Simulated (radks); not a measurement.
Values are calculated unless marked as measured or tabulated.
Problem. Level of theory: scalar-relativistic Kohn-Sham, r2SCAN, spin-polarised, spherical densities, finite nucleus; open shells are filled with parallel spins first; meta-GGA in the generalised Kohn-Sham scheme; Fermi nuclear charge, rms radius of each element as measured or else 0.836 A^(1/3) + 0.57 fm (a radial shooting solver on a logarithmic mesh with Libxc functionals). Each species is in its NIST ground configuration. Rank Cu, Co, Cr, Sc, Ni, V, Ti, Fe, Zn, Mn by radius at which the density is 0.001 e/bohr^3 (bohr), largest first.

Solution. Sc 5.00, Ti 4.88, V 4.77, Mn 4.58, Fe 4.49, Cr 4.40, Co 4.40, Ni 4.32, Zn 4.19, Cu 4.09.
